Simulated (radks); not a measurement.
Results of a calculation; reference values are marked as such.
Zr I, 40 electrons, occupied as [Kr] 4d2 5s2 (the NIST ground configuration).

Level of theory: scalar-relativistic Kohn-Sham, PBEsol, spin-polarised, spherical densities, point nucleus; open shells are filled with parallel spins first (spin-orbit coupling, left out, can overturn this in heavy ions) (a radial shooting solver on a logarithmic mesh with Libxc functionals).

Energy parts (eV):
part                       energy
total                  -97865.875
kinetic                100619.592
electron-nucleus      -235713.420
Hartree                 40271.371
exchange-correlation    -3043.417

Orbitals (lengths in bohr, moments of r in powers of bohr; <r^-3> diverges for s and p1/2; r(max) is where P^2 peaks):
orbital  occ.  eigenvalue (eV)   r(max)  <r^-3>      <r>
1s up       1        -17813.23  0.02415       -  0.03708
1s down     1        -17813.23  0.02415       -  0.03708
2s up       1        -2468.270   0.1370       -   0.1627
2s down     1        -2468.128   0.1370       -   0.1627
2p up       3        -2201.540   0.1095    2152   0.1418
2p down     3        -2201.435   0.1095    2152   0.1418
3s up       1        -404.1318   0.4084       -   0.4588
3s down     1        -404.0472   0.4085       -   0.4588
3p up       3        -317.2716   0.4024   346.2   0.4624
3p down     3        -317.1783   0.4024   346.1   0.4624
3d up       5        -174.6145   0.3472   45.04   0.4527
3d down     5        -174.4750   0.3472   45.03   0.4526
4s up       1         -54.7659    1.079       -    1.215
4s down     1         -53.8469    1.076       -    1.210
4p up       3         -32.8172    1.181   44.89    1.373
4p down     3         -31.7433    1.176   45.66    1.365
4d up       2          -4.0772    1.607   2.422    2.260
4d down     0          -2.9031    1.597   2.326    2.378
5s up       1          -4.7390    3.102       -    3.644
5s down     1          -4.0605    3.226       -    3.822
5p up       0          -1.5876    4.035   2.838    4.966
5p down     0          -1.2655    4.262   2.216    5.342

The highest occupied level is 5s down at -4.061 eV. Summed over all electrons, <r^2> = 65.47 bohr^2, which gives a Langevin (diamagnetic) susceptibility term of -51.9 x 10^-6 cm^3/mol. The density falls to 0.001 e/bohr^3 at r = 5.07 bohr. Spin moment in Bohr magnetons: 2.
